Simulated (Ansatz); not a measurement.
`C[SiH2][SiH](O)F` + H₂ → `O[SiH](F)[SiH3]` + CH₄ at 500 K and 1 bar (hydrogenolysis of the Si–C bond).

Calculated with Ansatz (gas phase, PBE0-D4/def2-TZVP geometries, no zero-point term in ΔE). CCSD(T)/CBS adds triple-zeta CCSD(T) − MP2 to the extrapolated MP2 energy (def2 sets, frozen cores). This one scheme is used for every species. One conformer a species, not always the lowest.

```csv
species,CCSD(T)/CBS energy (Eh),H − E (kJ/mol),S (J/(mol·K))
`C[SiH2][SiH](O)F`,-795.51430,266.1,457.2
H₂,-1.17544,41.0,145.5
`O[SiH](F)[SiH3]`,-756.23815,178.6,402.9
CH₄,-40.46206,135.6,206.8
```

H − E and S are ideal-gas, rigid-rotor, harmonic terms from PBE0-D4/def2-TZVP, for one conformer and one mirror image of each species. For small species the MP2-based limit differs from directly extrapolated CCSD(T) by up to some mEh (0.8 for H₂); such offsets cancel only in part. 1 Eh = 2625.50 kJ/mol, R = 8.31446 J/(mol·K).

**Question.** By hand: ΔE, ΔH, ΔS and ΔG.

**Answer.** ΔE = (-756.23815) + (-40.46206) − (-795.51430) − (-1.17544) = -0.01047 Eh = -27.5 kJ/mol. Δ(H − E) = 178.6 + 135.6 − 266.1 − 41.0 = 7.1, so ΔH = -20.4 kJ/mol. ΔS = 402.9 + 206.8 − 457.2 − 145.5 = 7.0 J/(mol·K). ΔG = -20.4 − 500 × (7.0)/1000 = -23.9 kJ/mol.

**Question.** By hand: the equilibrium constant, and the temperature at which ΔG would vanish if ΔH and ΔS stayed fixed.

**Answer.** log₁₀ K = −ΔG/(RT ln 10) = 2.5. ΔH and −TΔS have one sign here, so there is no such temperature.

The number of gas molecules stays the same, so ΔS is small and ΔH decides. A doubt of 5 kJ/mol in ΔE shifts log₁₀ K by 0.5 here. Other conformers and mirror images would add mixing entropy, several J/(mol·K) or more a flexible species. Modes under 60 cm⁻¹, often nearly free rotors, make the harmonic entropy too high. These are equilibria of isolated gas molecules and say nothing of rates. Largest T1 diagnostic: 0.013 (customary marks: 0.02 for closed shells, 0.045 for open ones).

ΔS is within the doubt of such terms, so its sign, and with it that verdict, could turn.
